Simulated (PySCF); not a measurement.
(ClSi)4CH26 adamantane, C₆H₁₂Cl₄Si₄.
Cartesian coordinates in Å at the PBE0-D3(BJ)/def2-SVP level; atoms count from 1:
```
atom  x, y, z in Å
Si1    0.137   -0.691    1.746
Cl2    0.285   -1.452    3.676
C3    -0.531   -2.009    0.591
Si4   -0.678   -1.332   -1.151
Cl5   -1.415   -2.798   -2.430
C6     1.014   -0.779   -1.738
Si7    1.693    0.547   -0.600
Cl8    3.571    1.149   -1.259
C9     1.824   -0.146    1.138
C10    0.518    2.009   -0.598
Si11  -1.177    1.478    0.002
Cl12  -2.483    3.098    0.006
C13   -1.019    0.785    1.737
C14   -1.837    0.141   -1.136
H15    0.139   -2.885    0.598
H16   -1.519   -2.348    0.946
H17    0.943   -0.388   -2.767
H18    1.702   -1.641   -1.761
H19    2.520   -1.002    1.143
H20    2.240    0.620    1.815
H21    0.442    2.423   -1.617
H22    0.915    2.808    0.052
H23   -0.628    1.564    2.413
H24   -2.012    0.489    2.116
H25   -2.837   -0.175   -0.795
H26   -1.949    0.541   -2.158
```

Method: TDDFT PBE0/def2-SVPD, vertical, gas phase, core orbitals frozen in the response (PySCF 2.14.0, density-fitted response routines).

Frontier orbitals with the atoms that hold most of them (Löwdin shares over 4%, at most four atoms; ? is withheld):

| orbital | ε (eV) | atoms |
| --- | --- | --- |
| HOMO-3 | -9.02 | Cl2 13%, Cl8 13%, Cl12 12%, Cl5 12% |
| HOMO-2 | -8.42 | Cl8 18%, Cl12 16%, C10 13%, Cl2 12% |
| HOMO-1 | -8.42 | Cl2 18%, Cl5 17%, C3 14%, Cl12 10% |
| HOMO | -8.41 | Cl5 17%, Cl8 14%, C6 12%, Cl12 11% |
| LUMO | -1.18 | ? |
| LUMO+1 | -0.15 | Si1 7%, Si7 7%, Si11 7%, Si4 7% |
| LUMO+2 | 0.62 | Cl12 12%, Cl2 11%, Cl5 10%, Cl8 10% |

(1) Give the leading atoms of the LUMO.

## Answers

(1) Si7 (bonded to 3 C and Cl) 9%; Si1 (bonded to 3 C and Cl) 9%; Si11 (bonded to 3 C and Cl) 9%; Si4 (bonded to 3 C and Cl) 9%.

Within 0.03 eV of a neighbour in this list lie HOMO-2/HOMO-1/HOMO (point group found: Td); within a degenerate set the shares of single atoms can hang on how the components are chosen.

How does S1 compare with the orbital gap of 7.23 eV?

S1 is at 6.14 eV (f = 0.0000), 1.09 eV below the gap, made of HOMO-2/HOMO-1/HOMO→LUMO (98%). S1/S2/S3 lie within about 0.01 eV of each other. Without the coupling terms of the response equations the lowest excitation would equal the gap.

Next come S2 at 6.14 eV (f 0.0000), HOMO-2/HOMO-1/HOMO→LUMO (97%); S3 at 6.14 eV (f 0.0000), HOMO-2/HOMO-1/HOMO→LUMO (98%); S4 at 6.80 eV (f 0.055), HOMO-3→LUMO (97%); S5 at 6.80 eV (f 0.056), HOMO-4→LUMO (97%).

Orbitals of the list HOMO-3 to LUMO+2 that lie within 0.01 eV of each other are written together with a slash and their weights summed (≥ marks a lower bound); for degenerate orbitals outside that list single weights are arbitrary.

On 2 threads, Intel Xeon 6975P-C (x86_64), no GPU (shared host), this took 2.3 min wall, 5.0 min CPU (grids of density and orbitals included) and 2.9 GiB of memory at its peak.

One conformer stands for the species.
